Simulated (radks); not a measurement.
The numbers below are computed, except where a source is named.
Task: Kr2+, 34 electrons, occupied as [Ar] 3d10 4s2 4p4 (the NIST ground configuration). Code: a radial shooting solver on a logarithmic mesh with Libxc functionals. Model: Dirac Kohn-Sham, PBEsol, spin-unpolarised, spherical densities, point nucleus; open shells are shared between the two j in proportion to 2j + 1. Some entries of the table are withheld. Estimate them.

orbital     occ.  eigenvalue (eV)  r(max) (bohr)  <r^2> (bohr^2)
1s1/2          2        -14168.98        0.02709        0.002320
2s1/2          2        -1887.902         0.1544         0.03969
2p1/2          2        -1708.978         0.1212             (1)
2p3/2          4        -1655.204         0.1245             (2)
3s1/2          2        -288.8629         0.4673          0.3236
3p1/2          2        -225.6928         0.4575          0.3333
3p3/2          4        -217.7701         0.4663          0.3463
3d3/2          4        -107.5612            (3)          0.3760
3d5/2          6        -106.2551            (4)          0.3812
4s1/2          2         -46.0739          1.315           2.557
4p1/2    1.33333         -31.5285          1.466           3.372
4p3/2    2.66667         -30.7197          1.493           3.493
5s1/2          0         -12.4224          3.462           16.00
4d3/2          0         -12.1087          2.175           8.638
4d5/2          0         -12.0514          2.187           8.717

Result: 
(1) 2p1/2 <r^2> (bohr^2): 0.03041
(2) 2p3/2 <r^2> (bohr^2): 0.03184
(3) 3d3/2 r(max) (bohr): 0.4091
(4) 3d5/2 r(max) (bohr): 0.4118
